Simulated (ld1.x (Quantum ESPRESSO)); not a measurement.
Transferability test, PAW potential for Ag (Z = 47)

Ag (Z = 47), PAW, made with ld1.x (Quantum ESPRESSO) 7.5 (PBE, scalar-relativistic). Core [Kr], reference 4d9 5s0 5p0 (charge +2). Waves: 5s (bound, empty): rcut 2.15, rcutus 2.30 bohr; 5s channel at 2.6 Ry: rcut 2.15, rcutus 2.30 bohr; 5p (bound, empty): rcut 2.30, rcutus 2.55 bohr; 5p channel at 2.75 Ry: rcut 2.30, rcutus 2.55 bohr; 4d (bound): rcut 1.40, rcutus 1.90 bohr; 4d channel at -1.8 Ry: rcut 1.40, rcutus 1.90 bohr. Local part: all-electron potential smoothed inside 1.60 bohr (lloc = -2). Core correction: Bessel-smoothed model core inside 1.45 bohr. Augmentation charge: BESSEL, radius 1.55 bohr.

Energies are relative to the spin-unpolarised reference configuration 4d9 5s0 5p0; without spin polarisation the order of configurations can differ from experiment. The frozen-core shift is the all-electron ΔE with the core orbitals held at their reference shape minus the fully relaxed ΔE.

```json
{"valence configuration": "4d10 5s1 5p0", "charge": "0", "ΔE all-electron (eV)": "-29.871", "error AE − PS (meV)": "-43", "frozen-core shift (meV)": "+49"}
{"valence configuration": "4d10 5s0 5p0", "charge": "+1", "ΔE all-electron (eV)": "-22.114", "error AE − PS (meV)": "-56", "frozen-core shift (meV)": "+59"}
{"valence configuration": "4d8 5s0 5p0", "charge": "+3", "ΔE all-electron (eV)": "36.193", "error AE − PS (meV)": "-122", "frozen-core shift (meV)": "+117"}
{"valence configuration": "4d10 5s0.5 5p0", "charge": "+0.5", "ΔE all-electron (eV)": "-26.854", "error AE − PS (meV)": "-49", "frozen-core shift (meV)": "+55"}
{"valence configuration": "4d9 5s2 5p0", "charge": "0", "ΔE all-electron (eV)": "-25.794", "error AE − PS (meV)": "+1.6", "frozen-core shift (meV)": "+0.7"}
{"valence configuration": "4d7 5s0 5p0", "charge": "+4", "ΔE all-electron (eV)": "87.909", "error AE − PS (meV)": "-616", "frozen-core shift (meV)": "+598"}
{"valence configuration": "4d10 5s0 5p1", "charge": "0", "ΔE all-electron (eV)": "-26.005", "error AE − PS (meV)": "-46", "frozen-core shift (meV)": "+52"}
```

Levels in the configuration 4d9 5s2 5p0:

```tsv
level	all-electron (eV)	pseudo (eV)
4d	-10.710	-10.706
5s	-5.552	-5.551
```
